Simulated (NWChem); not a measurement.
System: C₂H₄BFO₂; SMILES O=CB(F)CO

NWChem input:

```
start job
memory heap 200 mb stack 900 mb global 1100 mb
geometry units angstroms noautoz
  O     -0.936629    -2.130377     0.221325
  C      0.179425    -1.636383     0.271378
  B      0.394475    -0.043351     0.168137
  F      1.638571     0.407544     0.227192
  C     -0.839581     0.907666     0.004914
  O     -0.443796     2.268473    -0.068993
  H      1.070427    -2.299975     0.391146
  H     -1.528491     0.707393     0.847793
  H     -1.400246     0.575637    -0.889771
  H     -1.240854     2.810000    -0.168658
end
basis spherical
  * library def2-tzvp
end
dft
  xc slater vwn_5
  iterations 150
  semidirect filesize 400000000
  mulliken
end
task dft energy
```

Coordinates come from a B3LYP/6-31G* (spherical d) optimisation.

Problem. What results follow from this input? (LDA (Slater exchange, VWN5)/def2-TZVP.) Quantities: energy (Ha); highest occupied level (eV); orbital gap (eV); dipole (D).

Solution. 
```json
{
  "energy (Ha)": "-351.23",
  "highest occupied level (eV)": "-5.91",
  "orbital gap (eV)": "1.93",
  "dipole (D)": "1.28"
}
```
